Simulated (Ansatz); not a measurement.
The molecule CuNi, multiplicity 4 (not the ground state: that is measured with 2S+1 = 2). No spin–orbit coupling. Ni is treated without relativity. Cu is treated without relativity.

The constants come from a fifth-degree fit in 1/R (seven points, main isotopes). In def2 and cc sets the state is the lowest found near the PBE0 minimum, followed along R.

The values were computed with Ansatz (Gaussian basis) for Hartree–Fock, density functionals and correlated methods. Values without a source in brackets are computed.

Task: What bond length and harmonic frequency does PBE/def2-TZVPP give?

Result: r_e = 2.384 Å, ω_e = 192 cm⁻¹.

Task: What bond length and harmonic frequency does PBE0/def2-TZVPP give?

Result: r_e = 2.419 Å, ω_e = 184 cm⁻¹.

Task: What bond length and harmonic frequency does wB97X-V/def2-TZVPP give?

Result: r_e = 2.448 Å, ω_e = 177 cm⁻¹.

Ansatz is a first-principles code.
